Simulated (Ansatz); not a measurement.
Match the barriers

Saddle point of CH$_{7}$BrGe, singlet (GeH₃Br ([GeH3][Br]) + CH₄ → CH₆Ge ([CH3][GeH3]) + HBr; bonds formed: Ge1–C7, Br2–H6; bonds broken: Ge1–Br2, H6–C7), PBE0-D4/def2-TZVP structure:

```
10
angstrom
Ge -0.6232 -0.9802 -0.0538
Br 2.3076 -1.1917 0.0599
H -0.3310 -1.6232 -1.3985
H -0.4409 -1.7001 1.2712
H -2.0374 -0.3389 -0.0934
H 0.8756 0.1842 0.0413
C 0.1021 1.1442 0.0371
H -0.4825 1.3671 0.9273
H -0.4050 1.4195 -0.8851
H 1.0347 1.7190 0.0938
```

Computed with Ansatz 0.2.0 (basis: def2-TZVPP, with def2-QZVPP for the basis limit); correlated methods freeze the cores. Filled d shells of the heavier atoms are correlated. The def2 sets are not built for correlating such inner shells, so the correlated values are less sure here. B3LYP uses VWN-RPA correlation. Extrapolation: Hartree–Fock as exp(−7.88 √X), correlation as X^−2.97. Four methods, as single points on the PBE0-D4 structures, gave these electronic barriers from the start structure: 2.576, 2.685, 2.781, 3.284 eV.

Question: The methods were, in alphabetical order, B3LYP-D4, BLYP-D4, CCSD(T), HF. Which gave which? (Judge from chemistry; the calculation decides.)

Answer: Computed: BLYP-D4 2.576; B3LYP-D4 2.685; CCSD(T) 2.781; HF 3.284 eV. For comparison, CCSD(T) at an estimated basis limit (MP2 extrapolated from triple and quadruple zeta, plus CCSD(T) − MP2 in triple zeta) gives 2.721 eV.

No T1 diagnostic of these runs exceeds 0.010.

Labels in which every atom is bracketed show which atoms are joined, not bond orders.

For scale, one of the runs: CCSD(T)/def2-TZVPP, 225 basis functions, launched by `ansatz run in.yaml --threads 8 --pin off --events-out ev --progress --plain --max-ram 19148MiB`. The run took 23 s on 8 CPU threads of an Intel Xeon 6975P-C (shared host), with 4.2 GiB of host memory at its peak.
